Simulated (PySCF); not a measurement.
Compound: C3H7Cl2FSi.
Numbering: `[F:1][CH2:2][C@H:3]([SiH3:4])[CH:5]([Cl:6])[Cl:7]` (hydrogens: H8, H9 on C2; H10 on C3; H11, H12, H13 on Si4; H14 on C5)

Geometry (GFN2-xTB, Å), atoms numbered from 1 in this order:
```
atom  x, y, z in Å
F1     0.4443   -1.5907    1.3378
C2    -0.2119   -1.5116    0.1299
C3    -0.2222   -0.0714   -0.3536
Si4    1.5503    0.6835   -0.2685
C5    -1.1627    0.7466    0.4948
Cl6   -0.9834    2.4701    0.1222
Cl7   -2.8739    0.2864    0.2389
H8    -1.2204   -1.9066    0.2935
H9     0.3333   -2.1558   -0.5655
H10   -0.5801   -0.0683   -1.3850
H11    1.6348    1.7528   -1.2570
H12    1.7890    1.1452    1.0931
H13    2.4631   -0.4032   -0.6230
H14   -0.9608    0.6225    1.5604
```

Method: PySCF 2.14.0, density-fitted response routines, TDDFT CAM-B3LYP/def2-SVPD, vertical, gas phase, core orbitals frozen in the response.

Task: What does the calculation give for the low-lying excited states?

Result: 

```
state  E (eV)  λ (nm)  ν̃ (cm⁻¹)       f  |μ| (D)  main configurations (H = HOMO, L = LUMO)
   S1    7.09   174.9      57180  0.0069     0.51                    H→L (54%), H-1→L (20%)
   S2    7.10   174.5      57300  0.0066     0.50                    H-1→L (46%), H→L (24%)
   S3    7.35   168.7      59290  0.0044     0.40                H-2→L (45%), H-1→L+1 (15%)
   S4    7.59   163.4      61210  0.0066     0.48     H→L+1 (41%), H-3→L (15%), H-4→L (13%)
   S5    8.04   154.2      64840  0.0098     0.57   H-1→L+1 (40%), H-2→L (22%), H-1→L (17%)
   S6    8.28   149.8      66750  0.0003     0.10                  H-3→L (49%), H→L+1 (23%)
   S7    8.34   148.7      67230   0.054     1.30                             H-2→L+1 (54%)
   S8    8.50   145.9      68540  0.0029     0.30     H→L+2 (37%), H→L+4 (13%), H-4→L (12%)
```

Triplets, Tamm–Dancoff:

```json
{"state": "T1", "E (eV)": "6.38", "λ (nm)": "194.4", "main configurations (H = HOMO, L = LUMO)": "H→L (72%)"}
{"state": "T2", "E (eV)": "6.45", "λ (nm)": "192.2", "main configurations (H = HOMO, L = LUMO)": "H-1→L (55%), H-1→L+1 (10%)"}
{"state": "T3", "E (eV)": "6.65", "λ (nm)": "186.5", "main configurations (H = HOMO, L = LUMO)": "H-2→L (40%), H-1→L+1 (13%)"}
```

The lowest singlet lies at 7.09 eV (175 nm, vacuum ultraviolet) and is weak; its leading configuration is HOMO→LUMO (54%). The strongest level in the table is S7 at 8.34 eV (149 nm, f = 0.054). Löwdin shares by element: HOMO chlorine 85%, silicon 4%; LUMO chlorine 60%, carbon 19% or more (atoms not listed hold the other 21%). The listed states span 1.41 eV, and the widest gap between neighbours is 0.45 eV (S4 to S5). The oscillator strengths of these states sum to 0.091; summed over the whole spectrum of an exact calculation they would give the number of electrons, 82 (Thomas–Reiche–Kuhn). Of the 8 states listed, 1 reaches f = 0.01 and 1 stays under 0.0005. Only the lowest 8 singlets were computed, as vertical energies without vibronic structure.

One conformer stands for the species.
